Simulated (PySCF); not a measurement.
Si(Cl)(Br)(NH2)2 (BrClH4N2Si), SMILES N[Si](N)(Cl)Br.

Geometry: PBE0-D3(BJ)/def2-SVP. The structure was generated by enumeration, and PubChem lists no compound with its InChIKey, so it may never have been made. One conformer was computed; it need not be the lowest.

Computed with PBE0-D3(BJ)/def2-SVP in PySCF.

Frequencies are harmonic and unscaled.

```json
[
 {"mode": "1", "ν (cm⁻¹)": "136", "IR (km/mol)": "5.6", "Raman (Å⁴/amu)": "2.7", "depolarisation": "0.74", "moving atoms (share of kinetic energy)": "Cl 45 %, N 21 %, Br 20 %"},
 {"mode": "2", "ν (cm⁻¹)": "171", "IR (km/mol)": "1.7", "Raman (Å⁴/amu)": "2.4", "depolarisation": "0.67", "moving atoms (share of kinetic energy)": "N 51 %, H 27 %, Cl 11 %, Br 9 %"},
 {"mode": "3", "ν (cm⁻¹)": "225", "IR (km/mol)": "0.7", "Raman (Å⁴/amu)": "1.0", "depolarisation": "0.50", "moving atoms (share of kinetic energy)": "H 55 %, N 20 %, Si 10 %, Br 8 %"},
 {"mode": "4", "ν (cm⁻¹)": "232", "IR (km/mol)": "1.2", "Raman (Å⁴/amu)": "3.8", "depolarisation": "0.40", "moving atoms (share of kinetic energy)": "N 34 %, H 32 %, Br 20 %, Cl 8 %"},
 {"mode": "5", "ν (cm⁻¹)": "255", "IR (km/mol)": "3.5", "Raman (Å⁴/amu)": "3.4", "depolarisation": "0.73", "moving atoms (share of kinetic energy)": "N 36 %, H 26 %, Cl 20 %, Si 13 %"},
 {"mode": "6", "ν (cm⁻¹)": "275", "IR (km/mol)": "15.3", "Raman (Å⁴/amu)": "2.4", "depolarisation": "0.74", "moving atoms (share of kinetic energy)": "H 54 %, N 25 %, Si 12 %"},
 {"mode": "7", "ν (cm⁻¹)": "392", "IR (km/mol)": "30.0", "Raman (Å⁴/amu)": "1.9", "depolarisation": "0.07", "moving atoms (share of kinetic energy)": "H 54 %, Si 19 %, N 14 %, Br 10 %"},
 {"mode": "8", "ν (cm⁻¹)": "409", "IR (km/mol)": "39.2", "Raman (Å⁴/amu)": "0.7", "depolarisation": "0.53", "moving atoms (share of kinetic energy)": "H 76 %, N 18 %"},
 {"mode": "9", "ν (cm⁻¹)": "412", "IR (km/mol)": "119.9", "Raman (Å⁴/amu)": "5.9", "depolarisation": "0.01", "moving atoms (share of kinetic energy)": "H 55 %, N 26 %, Si 10 %"},
 {"mode": "10", "ν (cm⁻¹)": "443", "IR (km/mol)": "254.6", "Raman (Å⁴/amu)": "0.5", "depolarisation": "0.27", "moving atoms (share of kinetic energy)": "H 52 %, N 23 %, Si 17 %"},
 {"mode": "11", "ν (cm⁻¹)": "545", "IR (km/mol)": "206.8", "Raman (Å⁴/amu)": "2.6", "depolarisation": "0.18", "moving atoms (share of kinetic energy)": "Si 53 %, Cl 32 %, H 9 %"},
 {"mode": "12", "ν (cm⁻¹)": "823", "IR (km/mol)": "6.4", "Raman (Å⁴/amu)": "3.2", "depolarisation": "0.16", "moving atoms (share of kinetic energy)": "H 56 %, N 40 %"},
 {"mode": "13", "ν (cm⁻¹)": "826", "IR (km/mol)": "80.4", "Raman (Å⁴/amu)": "0.8", "depolarisation": "0.33", "moving atoms (share of kinetic energy)": "H 71 %, N 21 %"},
 {"mode": "14", "ν (cm⁻¹)": "886", "IR (km/mol)": "173.9", "Raman (Å⁴/amu)": "5.9", "depolarisation": "0.06", "moving atoms (share of kinetic energy)": "N 35 %, H 33 %, Si 32 %"},
 {"mode": "15", "ν (cm⁻¹)": "963", "IR (km/mol)": "137.4", "Raman (Å⁴/amu)": "2.6", "depolarisation": "0.75", "moving atoms (share of kinetic energy)": "Si 46 %, N 40 %, H 14 %"},
 {"mode": "16", "ν (cm⁻¹)": "1526", "IR (km/mol)": "114.5", "Raman (Å⁴/amu)": "2.5", "depolarisation": "0.75", "moving atoms (share of kinetic energy)": "H 88 %, N 12 %"},
 {"mode": "17", "ν (cm⁻¹)": "1531", "IR (km/mol)": "32.3", "Raman (Å⁴/amu)": "4.4", "depolarisation": "0.75", "moving atoms (share of kinetic energy)": "H 89 %, N 11 %"},
 {"mode": "18", "ν (cm⁻¹)": "3614", "IR (km/mol)": "75.3", "Raman (Å⁴/amu)": "68.0", "depolarisation": "0.48", "moving atoms (share of kinetic energy)": "H 96 %"},
 {"mode": "19", "ν (cm⁻¹)": "3615", "IR (km/mol)": "32.0", "Raman (Å⁴/amu)": "173.0", "depolarisation": "0.03", "moving atoms (share of kinetic energy)": "H 96 %"},
 {"mode": "20", "ν (cm⁻¹)": "3722", "IR (km/mol)": "42.8", "Raman (Å⁴/amu)": "83.4", "depolarisation": "0.75", "moving atoms (share of kinetic energy)": "H 91 %, N 9 %"},
 {"mode": "21", "ν (cm⁻¹)": "3724", "IR (km/mol)": "60.2", "Raman (Å⁴/amu)": "58.9", "depolarisation": "0.74", "moving atoms (share of kinetic energy)": "H 91 %, N 9 %"}
]
```
